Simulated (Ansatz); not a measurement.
Ansatz (a first-principles code) input (B3LYP/6-31G*):

Ansatz 0.2 input:
```yaml
crystal:
  periodic: [false, false, false]
  atoms:
    - {symbol: P, position_ang: [0.97284609, -0.44133501, 0.43149386]}
    - {symbol: P, position_ang: [-0.89594999, 0.32189138, -0.47057689]}
    - {symbol: H, position_ang: [1.72047720, 0.70268468, 0.00642865]}
    - {symbol: H, position_ang: [-1.07055823, 1.52939277, 0.26584184]}
    - {symbol: H, position_ang: [-1.80336047, -0.44042307, 0.31397495]}
basis:
  gaussian:
    orbitals: 6-31G*
hamiltonian:
  xc: {name: B3LYP}
magnetization: {spin_polarized: true, initial_magnetization: 1}
phonons: {temperatures: {t_min: 298.15, t_max: 298.15, t_step: 100}}
```

Output:

```
Functional definition: B3LYP
integrals: 0.01 GiB planned
450 factors; integrals over basis functions are off by at most 4.4e-4 eV
mean field: 0.15 GiB planned
mean field evaluation 1: about -18624.9197 eV, gradient 6.3e0 eV
mean field evaluation 2: about -18625.1268 eV, gradient 4.7e0 eV
mean field evaluation 4: about -18625.2767 eV, gradient 2.9e-1 eV
mean field evaluation 8: about -18625.2818 eV, gradient 1.0e-2 eV
mean field evaluation 16: about -18625.2818 eV, gradient 3.0e-5 eV
mean field -18625.28180263 eV, -684.4664815773 hartree, gradient 3.0e-5 eV, S^2 0.753838; 0 other end points of the search recorded, 0 dependent functions left out
the calculation of the forces begins
reference -18625.28200993 eV, -684.4664891954 hartree; 17, 16 occupied and 27, 28 virtual orbitals, 450 factors
these checks for a lower state are left out or cut short: stability, starts, cluster_reference, orbital_swaps, neighbouring_geometries, increment
integrals: 0.01 GiB planned
450 factors; integrals over basis functions are off by at most 4.4e-4 eV
mean field: 0.15 GiB planned
mean field -18625.28175648 eV, -684.4664798811 hartree, gradient 1.0e-6 eV, S^2 0.753836; 0 other end points of the search recorded, 0 dependent functions left out
the calculation of the forces begins
reference -18625.28196378 eV, -684.4664874995 hartree; 17, 16 occupied and 27, 28 virtual orbitals, 450 factors
these checks for a lower state are left out or cut short: stability, starts, cluster_reference, orbital_swaps, neighbouring_geometries, increment
integrals: 0.01 GiB planned
450 factors; integrals over basis functions are off by at most 4.4e-4 eV
mean field: 0.15 GiB planned
mean field -18625.28175667 eV, -684.4664798883 hartree, gradient 2.1e-6 eV, S^2 0.753840; 0 other end points of the search recorded, 0 dependent functions left out
the calculation of the forces begins
reference -18625.28196396 eV, -684.4664875062 hartree; 17, 16 occupied and 27, 28 virtual orbitals, 450 factors
these checks for a lower state are left out or cut short: stability, starts, cluster_reference, orbital_swaps, neighbouring_geometries, increment
integrals: 0.01 GiB planned
450 factors; integrals over basis functions are off by at most 4.4e-4 eV
mean field: 0.15 GiB planned
mean field evaluation 32: about -18625.2817 eV, gradient 2.0e-5 eV
mean field -18625.28174478 eV, -684.4664794511 hartree, gradient 1.9e-6 eV, S^2 0.753837; 0 other end points of the search recorded, 0 dependent functions left out
the calculation of the forces begins
reference -18625.28195203 eV, -684.4664870677 hartree; 17, 16 occupied and 27, 28 virtual orbitals, 450 factors
these checks for a lower state are left out or cut short: stability, starts, cluster_reference, orbital_swaps, neighbouring_geometries, increment
integrals: 0.01 GiB planned
450 factors; integrals over basis functions are off by at most 4.4e-4 eV
mean field: 0.15 GiB planned
mean field -18625.28175248 eV, -684.4664797343 hartree, gradient 1.9e-6 eV, S^2 0.753839; 0 other end points of the search recorded, 0 dependent functions left out
the calculation of the forces begins
reference -18625.28195982 eV, -684.4664873539 hartree; 17, 16 occupied and 27, 28 virtual orbitals, 450 factors
these checks for a lower state are left out or cut short: stability, starts, cluster_reference, orbital_swaps, neighbouring_geometries, increment
integrals: 0.01 GiB planned
450 factors; integrals over basis functions are off by at most 4.4e-4 eV
mean field: 0.15 GiB planned
mean field -18625.28179179 eV, -684.4664811788 hartree, gradient 1.9e-6 eV, S^2 0.753837; 0 other end points of the search recorded, 0 dependent functions left out
the calculation of the forces begins
reference -18625.28199906 eV, -684.4664887959 hartree; 17, 16 occupied and 27, 28 virtual orbitals, 450 factors
these checks for a lower state are left out or cut short: stability, starts, cluster_reference, orbital_swaps, neighbouring_geometries, increment
integrals: 0.01 GiB planned
450 factors; integrals over basis functions are off by at most 4.4e-4 eV
mean field: 0.15 GiB planned
mean field -18625.28178500 eV, -684.4664809292 hartree, gradient 1.7e-6 eV, S^2 0.753838; 0 other end points of the search recorded, 0 dependent functions left out
the calculation of the forces begins
reference -18625.28199232 eV, -684.4664885483 hartree; 17, 16 occupied and 27, 28 virtual orbitals, 450 factors
these checks for a lower state are left out or cut short: stability, starts, cluster_reference, orbital_swaps, neighbouring_geometries, increment
integrals: 0.01 GiB planned
450 factors; integrals over basis functions are off by at most 4.4e-4 eV
mean field: 0.15 GiB planned
mean field -18625.28174870 eV, -684.4664795952 hartree, gradient 1.7e-6 eV, S^2 0.753842; 0 other end points of the search recorded, 0 dependent functions left out
[...]
450 factors; integrals over basis functions are off by at most 4.4e-4 eV
mean field: 0.15 GiB planned
mean field -18625.28179914 eV, -684.4664814491 hartree, gradient 2.3e-6 eV, S^2 0.753839; 0 other end points of the search recorded, 0 dependent functions left out
the calculation of the forces begins
reference -18625.28200641 eV, -684.4664890660 hartree; 17, 16 occupied and 27, 28 virtual orbitals, 450 factors
these checks for a lower state are left out or cut short: stability, starts, cluster_reference, orbital_swaps, neighbouring_geometries, increment
integrals: 0.01 GiB planned
450 factors; integrals over basis functions are off by at most 4.4e-4 eV
mean field: 0.15 GiB planned
mean field evaluation 128: about -18625.2818 eV, gradient 6.4e-6 eV
mean field -18625.28179147 eV, -684.4664811671 hartree, gradient 1.2e-6 eV, S^2 0.753836; 0 other end points of the search recorded, 0 dependent functions left out
the calculation of the forces begins
reference -18625.28199877 eV, -684.4664887851 hartree; 17, 16 occupied and 27, 28 virtual orbitals, 450 factors
these checks for a lower state are left out or cut short: stability, starts, cluster_reference, orbital_swaps, neighbouring_geometries, increment
integrals: 0.01 GiB planned
450 factors; integrals over basis functions are off by at most 4.4e-4 eV
mean field: 0.15 GiB planned
mean field -18625.28179890 eV, -684.4664814401 hartree, gradient 2.0e-6 eV, S^2 0.753840; 0 other end points of the search recorded, 0 dependent functions left out
the calculation of the forces begins
reference -18625.28200620 eV, -684.4664890583 hartree; 17, 16 occupied and 27, 28 virtual orbitals, 450 factors
these checks for a lower state are left out or cut short: stability, starts, cluster_reference, orbital_swaps, neighbouring_geometries, increment
integrals: 0.01 GiB planned
450 factors; integrals over basis functions are off by at most 4.4e-4 eV
mean field: 0.15 GiB planned
mean field -18625.28175286 eV, -684.4664797481 hartree, gradient 2.4e-6 eV, S^2 0.753841; 0 other end points of the search recorded, 0 dependent functions left out
the calculation of the forces begins
reference -18625.28196018 eV, -684.4664873672 hartree; 17, 16 occupied and 27, 28 virtual orbitals, 450 factors
these checks for a lower state are left out or cut short: stability, starts, cluster_reference, orbital_swaps, neighbouring_geometries, increment
integrals: 0.01 GiB planned
450 factors; integrals over basis functions are off by at most 4.4e-4 eV
mean field: 0.15 GiB planned
mean field -18625.28175531 eV, -684.4664798381 hartree, gradient 2.8e-6 eV, S^2 0.753834; 0 other end points of the search recorded, 0 dependent functions left out
the calculation of the forces begins
reference -18625.28196258 eV, -684.4664874552 hartree; 17, 16 occupied and 27, 28 virtual orbitals, 450 factors
these checks for a lower state are left out or cut short: stability, starts, cluster_reference, orbital_swaps, neighbouring_geometries, increment
integrals: 0.01 GiB planned
450 factors; integrals over basis functions are off by at most 4.4e-4 eV
mean field: 0.15 GiB planned
mean field -18625.28178247 eV, -684.4664808363 hartree, gradient 3.0e-6 eV, S^2 0.753839; 0 other end points of the search recorded, 0 dependent functions left out
the calculation of the forces begins
reference -18625.28198975 eV, -684.4664884539 hartree; 17, 16 occupied and 27, 28 virtual orbitals, 450 factors
these checks for a lower state are left out or cut short: stability, starts, cluster_reference, orbital_swaps, neighbouring_geometries, increment
integrals: 0.01 GiB planned
450 factors; integrals over basis functions are off by at most 4.4e-4 eV
mean field: 0.15 GiB planned
mean field evaluation 160: about -18625.2818 eV, gradient 2.0e-6 eV
mean field -18625.28178311 eV, -684.4664808598 hartree, gradient 2.1e-6 eV, S^2 0.753837; 0 other end points of the search recorded, 0 dependent functions left out
the calculation of the forces begins
reference -18625.28199042 eV, -684.4664884784 hartree; 17, 16 occupied and 27, 28 virtual orbitals, 450 factors
these checks for a lower state are left out or cut short: stability, starts, cluster_reference, orbital_swaps, neighbouring_geometries, increment
integrals: 0.01 GiB planned
450 factors; integrals over basis functions are off by at most 4.4e-4 eV
mean field: 0.15 GiB planned
mean field -18625.28177416 eV, -684.4664805310 hartree, gradient 2.4e-6 eV, S^2 0.753838; 0 other end points of the search recorded, 0 dependent functions left out
the calculation of the forces begins
reference -18625.28198147 eV, -684.4664881495 hartree; 17, 16 occupied and 27, 28 virtual orbitals, 450 factors
these checks for a lower state are left out or cut short: stability, starts, cluster_reference, orbital_swaps, neighbouring_geometries, increment
integrals: 0.01 GiB planned
450 factors; integrals over basis functions are off by at most 4.4e-4 eV
mean field: 0.15 GiB planned
mean field -18625.28176890 eV, -684.4664803377 hartree, gradient 2.4e-6 eV, S^2 0.753838; 0 other end points of the search recorded, 0 dependent functions left out
the calculation of the forces begins
reference -18625.28197619 eV, -684.4664879554 hartree; 17, 16 occupied and 27, 28 virtual orbitals, 450 factors
these checks for a lower state are left out or cut short: stability, starts, cluster_reference, orbital_swaps, neighbouring_geometries, increment
integrals: 0.01 GiB planned
450 factors; integrals over basis functions are off by at most 4.4e-4 eV
mean field: 0.15 GiB planned
mean field -18625.28177747 eV, -684.4664806524 hartree, gradient 1.5e-6 eV, S^2 0.753837; 0 other end points of the search recorded, 0 dependent functions left out
the calculation of the forces begins
reference -18625.28198478 eV, -684.4664882711 hartree; 17, 16 occupied and 27, 28 virtual orbitals, 450 factors
these checks for a lower state are left out or cut short: stability, starts, cluster_reference, orbital_swaps, neighbouring_geometries, increment
integrals: 0.01 GiB planned
450 factors; integrals over basis functions are off by at most 4.4e-4 eV
mean field: 0.15 GiB planned
mean field -18625.28177695 eV, -684.4664806336 hartree, gradient 1.6e-6 eV, S^2 0.753838; 0 other end points of the search recorded, 0 dependent functions left out
the calculation of the forces begins
reference -18625.28198424 eV, -684.4664882511 hartree; 17, 16 occupied and 27, 28 virtual orbitals, 450 factors
these checks for a lower state are left out or cut short: stability, starts, cluster_reference, orbital_swaps, neighbouring_geometries, increment
integrals: 0.01 GiB planned
450 factors; integrals over basis functions are off by at most 4.4e-4 eV
mean field: 0.15 GiB planned
mean field -18625.28177946 eV, -684.4664807257 hartree, gradient 2.1e-6 eV, S^2 0.753837; 0 other end points of the search recorded, 0 dependent functions left out
the calculation of the forces begins
reference -18625.28198676 eV, -684.4664883440 hartree; 17, 16 occupied and 27, 28 virtual orbitals, 450 factors
these checks for a lower state are left out or cut short: stability, starts, cluster_reference, orbital_swaps, neighbouring_geometries, increment
integrals: 0.01 GiB planned
450 factors; integrals over basis functions are off by at most 4.4e-4 eV
mean field: 0.15 GiB planned
mean field evaluation 192: about -18625.2775 eV, gradient 6.7e-2 eV
mean field -18625.28177943 eV, -684.4664807245 hartree, gradient 1.7e-6 eV, S^2 0.753838; 0 other end points of the search recorded, 0 dependent functions left out
the calculation of the forces begins
reference -18625.28198672 eV, -684.4664883424 hartree; 17, 16 occupied and 27, 28 virtual orbitals, 450 factors
Total energy: -18625.28200993 eV, -684.4664891954 hartree
Atom 0 at     0.972846    -0.441335     0.431494 Å, force    -0.000078    -0.001498     0.001371 eV/Å
Atom 1 at    -0.895950     0.321891    -0.470577 Å, force     0.002478     0.002136     0.000227 eV/Å
Atom 2 at     1.720477     0.702685     0.006429 Å, force    -0.001986    -0.000196    -0.001472 eV/Å
Atom 3 at    -1.070558     1.529393     0.265842 Å, force    -0.001489    -0.000549    -0.000129 eV/Å
Atom 4 at    -1.803360    -0.440423     0.313975 Å, force     0.001076     0.000108     0.000002 eV/Å
Dipole moment:    -0.093366     0.181289     0.099950 e Å
Vibrations: 300.38 427.70 635.08 639.48 916.34 1124.64 2366.99 2386.54 2427.86 cm⁻¹, zero-point energy 0.695862 eV
```

The blocks after the first are displaced geometries, from whose forces the wavenumbers follow.
